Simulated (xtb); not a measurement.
trans-(1R,2R)-1-chloro-2-methylcyclopropane (C₄H₇Cl), SMILES [C@@H]1(Cl)C[C@H]1C. All values are semi-empirical tight-binding results from xtb (GFN2-xTB unless named), good for trends rather than for accurate numbers. Geometry optimised at GFN2-xTB.

| Quantity | Result |
|---|---|
| orbital gap | 6.84 eV |
| dipole moment | 2.33 D |
| zero-point energy | 61.9 kcal/mol |
| G − E(el) at 298.15 K (modified RRHO) | 43.6 kcal/mol |
| static polarisability (D4 model) | 58.6 bohr³ |
| solvation energy, GFN2-xTB/ALPB(water) | -1.8 kcal/mol |
| solvation energy, GFN2-xTB/ALPB(chcl3) | -5.2 kcal/mol |
